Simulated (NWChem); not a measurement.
BiH3O3; SMILES [OH][Bi]([OH])[OH]

```xyz
7

Bi    -0.0006    -0.0013     0.2909
O     -0.1501    -1.7610    -0.8217
H     -0.7945    -1.6120    -1.5284
O     -1.4478     1.0180    -0.8152
H     -0.9915     1.5087    -1.5138
O      1.6029     0.7543    -0.8112
H      1.7970     0.1241    -1.5199
```
Atoms are numbered in this order, from 1.

Computed with NWChem. Coordinates come from a PBE0/def2-SVP optimisation. def2 effective core potentials on Bi; no spin-orbit coupling. Hybrids' shares of exact exchange are those that their runs print; pure functionals count as 0. The functionals differ in more than this share.

```
row              share of exact exchange  orbital gap (eV)
---------------  -----------------------  ----------------
PBE/def2-SVP                        0.00              4.80
revPBE/def2-SVP                     0.00              4.84
B3LYP/def2-SVP                      0.20              6.58
B97-2/def2-SVP                      0.21              6.82
MPW1K/def2-SVP                      0.43          withheld
```

### Question
Fit a straight line of the last column on the one before it, predict the withheld value, and compare with the run.

### Answer

1. Means of the 4 shown rows: x = 0.103, y = 5.760. Slope Σ(x − x̄)(y − ȳ)/Σ(x − x̄)² = 0.3866/0.04208 = 9.188; intercept 4.818.
2. The shown rows scatter about the line by 0.054 (root mean square); the largest residual is -0.08, at B3LYP/def2-SVP.
3. At x = 0.43 (MPW1K/def2-SVP; beyond the shown range) the line gives 8.77.
4. The run gives 8.80, +0.03 from the line, 0.6 times the scatter.
